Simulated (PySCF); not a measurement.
# NMR data sheet: C$_{6}$H$_{7}$F$_{3}$O

```yaml
Formula: C6H7F3O
SMILES: FC(F)(F)OC=C1CCC1
Point_group_of_the_computed_structure: C1
Degrees_of_unsaturation: 2
Carbon_signals: 6
Proton_signals: 4
```

Structure with atom numbers: `[F:1][C:2]([F:3])([F:4])[O:5][CH:6]=[C:7]1[CH2:8][CH2:9][CH2:10]1` (H(Xn): hydrogen on atom n).

- GIAO PBE0/pcSseg-1 shieldings
- geometry: PBE0-D3(BJ)/def2-SVP
- program: PySCF
- non-relativistic, rapidly exchanging positions averaged, no solvent model, a single conformation

References, each an isolated molecule treated in the same way: $^{1}$H (σ = 31.27 ppm) and $^{13}$C (σ = 184.41 ppm) vs TMS; $^{19}$F (σ = 177.25 ppm) vs CFCl3; $^{17}$O (σ = 334.56 ppm) vs H2O.

```tsv
carbon	δC, type	δH (multiplicity)	HMBC from (2–3 bonds)	span of the C tensor (ppm)
C2	126.8, C	–	H(C6)	10
C6	134.7, CH	6.26 (m)	H(C8), H(C10)	154
C7	132.4, C	–	H(C6), H(C8), H(C10), H(C9)	184
C8	27.4, CH2	2.85 (m)	H(C6), H(C10), H(C9)	23
C9	17.8, CH2	2.04 (m)	H(C8), H(C10)	21
C10	27.1, CH2	2.78 (m)	H(C6), H(C8), H(C9)	28
```

Other nuclei:
```csv
atoms,nucleus,environment,δ (ppm),σ (ppm)
F1/F3/F4,$^{19}$F,fluorine of an OCF3 group,-74.1,251.4
O5,$^{17}$O,ether oxygen,163.2,171.4
```

1. Carbon types of the structure: 2 × C, 1 × CH, 3 × CH2, which accounts for all hydrogens.
2. δC 134.7: alkene carbon bearing oxygen; as expected for a trigonal carbon in a double bond.
3. δC 132.4: β carbon of an enol-ether or enamine type C=C.
4. δC 126.8: CF3 carbon; 4 electronegative neighbours deshield it.
5. δC 17.8: sp3 CH2 in a ring; a saturated carbon with 2 carbon neighbours and no heteroatom attached.
6. δH 2.85, 2.78: hydrogen on an allylic sp3 CH2; allylic position.

Splittings by $^{19}$F in the carbon and heteronuclear signals aren't shown, as no couplings were computed. Shifts are as computed. Against solution values, carbons near 30 ppm lie about +2 ppm off and those near 130 ppm about +5 ppm. Of 1211 compounds with measured shifts, 218 miss one by over three times the rms of a fit or turn the order of signals round; such compounds aren't used in these exercises. Unscaled 19F shifts against computed CFCl3 carry errors that often reach 10 to 50 ppm. Experimental scales use liquid or dissolved standards, which lie at an offset from isolated H2O (liquid H2O: subtract about 36 ppm). Multiplicities follow the n + 1 count of equivalent neighbours, as no J values were calculated; m marks all less simple cases, F and P coupling included.
